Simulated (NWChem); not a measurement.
System: C$_{4}$H$_{6}$S; SMILES C(CC#C)S

```xyz
11

C      0.9506    -2.4164     0.1530
C      0.0546    -1.6314    -0.0625
C     -1.0293    -0.6874    -0.3016
C     -0.8725     0.6506     0.4228
S      0.5843     1.6253    -0.0540
H      1.7505    -3.1088     0.3392
H     -1.9819    -1.1474     0.0179
H     -1.1270    -0.5106    -1.3870
H     -1.7815     1.2561     0.2896
H     -0.7521     0.4827     1.5038
H      0.1736     1.9114    -1.3092
```
Atoms are numbered in this order, from 1.

Level: PBE0/def2-SVP (NWChem), optimised geometry, unscaled harmonic frequencies. 

```tsv
frequency (cm⁻¹)	IR intensity (km/mol)
96	0.4
165	10.2
238	13.3
304	1.6
358	6.5
545	10.3
681	1.3
692	41.8
708	38.1
774	0.7
873	3.4
930	2.4
1036	5.5
1071	3.5
1194	4.7
1227	1.7
1310	14.3
1353	8.5
1434	8.9
1440	5.5
2253	2.1
2705	5.2
3048	12.0
3089	10.2
3100	11.0
3158	3.9
3491	71.7
```

```yaml
zero_point_energy: 53.3 kcal/mol
thermal correction to the enthalpy at 298.15 K (with zero-point energy): 57.8 kcal/mol
heat capacity Cv: 21.7 cal/(mol K)
entropy at 298.15 K and 1 atm (symmetry number 1): 78.6 cal/(mol K)
dipole_moment: 1.77 D
```

Rigid rotor and harmonic oscillator; modes under 100 cm⁻¹ make the entropy uncertain.
